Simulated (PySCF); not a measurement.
**Basis-set dependence of excited states**

C₃H₉BS.
Z-matrix (Å and degrees, PBE0-D3(BJ)/def2-SVP geometry), rows numbered from 1:
```
C 
B   1  1.5739
C   2  1.5655  1  122.17
C   2  1.5841  1  117.15  3  -178.65
S   4  1.8164  2  113.81  1  -158.45
H   1  1.1060  2  108.69  3   117.20
H   1  1.0994  2  114.70  3    -3.41
H   1  1.1034  2  111.21  3  -127.57
H   3  1.1001  2  114.19  1   -21.73
H   3  1.1094  2  105.46  1    94.84
H   3  1.1009  2  114.05  1  -149.97
H   4  1.1091  2  103.37  1    82.77
H   4  1.1012  2  111.97  1   -31.48
H   5  1.3510  4   97.81  2  -175.95
```

TDDFT with PBE0 (PySCF), vertical singlets, core orbitals frozen in the response, spherical d and f functions. Isolated species at its PBE0-D3(BJ)/def2-SVP geometry (one conformer only).

Q: Compare 6-31G*, 6-31+G*, def2-SVP, def2-SVPD, aug-cc-pVDZ, def2-TZVP and def2-TZVPD for this molecule.

A: 

```json
{"basis": "6-31G*", "functions": "92", "diffuse": "no", "S1 (eV)": "5.12", "S2 (eV)": "5.93", "S3 (eV)": "6.42", "S4 (eV)": "6.54", "S5 (eV)": "7.53", "LUMO (eV)": "-0.25", "α (au)": "58.9"}
{"basis": "6-31+G*", "functions": "112", "diffuse": "yes", "S1 (eV)": "5.02", "S2 (eV)": "5.32", "S3 (eV)": "6.04", "S4 (eV)": "6.17", "S5 (eV)": "6.41", "LUMO (eV)": "-0.46", "α (au)": "67.1"}
{"basis": "def2-SVP", "functions": "119", "diffuse": "no", "S1 (eV)": "4.89", "S2 (eV)": "5.84", "S3 (eV)": "6.38", "S4 (eV)": "6.50", "S5 (eV)": "7.17", "LUMO (eV)": "-0.41", "α (au)": "59.8"}
{"basis": "def2-SVPD", "functions": "179", "diffuse": "yes", "S1 (eV)": "4.96", "S2 (eV)": "5.47", "S3 (eV)": "6.13", "S4 (eV)": "6.36", "S5 (eV)": "6.42", "LUMO (eV)": "-0.58", "α (au)": "73.7"}
{"basis": "aug-cc-pVDZ", "functions": "200", "diffuse": "yes", "S1 (eV)": "4.93", "S2 (eV)": "5.28", "S3 (eV)": "5.92", "S4 (eV)": "6.06", "S5 (eV)": "6.33", "LUMO (eV)": "-0.59", "α (au)": "74.8"}
{"basis": "def2-TZVP", "functions": "215", "diffuse": "no", "S1 (eV)": "4.96", "S2 (eV)": "5.51", "S3 (eV)": "6.35", "S4 (eV)": "6.47", "S5 (eV)": "6.71", "LUMO (eV)": "-0.52", "α (au)": "69.1"}
{"basis": "def2-TZVPD", "functions": "275", "diffuse": "yes", "S1 (eV)": "4.94", "S2 (eV)": "5.29", "S3 (eV)": "5.94", "S4 (eV)": "6.15", "S5 (eV)": "6.34", "LUMO (eV)": "-0.58", "α (au)": "74.9"}
```

States are compared by their number. Against the largest diffuse basis here (def2-TZVPD, itself not a converged limit), sets without diffuse functions differ by up to 0.18 eV in S1 and 1.20 eV in S5; the smaller diffuse sets differ by up to 0.08 and 0.08 eV. State by state, the largest deviation of a set without diffuse functions is S1 0.18, S2 0.64, S3 0.49, S4 0.40, S5 1.20 eV. The same number needn't mean the same state in each row. Against def2-TZVPD the polarisability deviates by -21% in 6-31G*, -10% in 6-31+G*, -20% in def2-SVP, -2% in def2-SVPD, 0% in aug-cc-pVDZ, -8% in def2-TZVP. A single + in a Pople set puts diffuse functions on heavy atoms only.
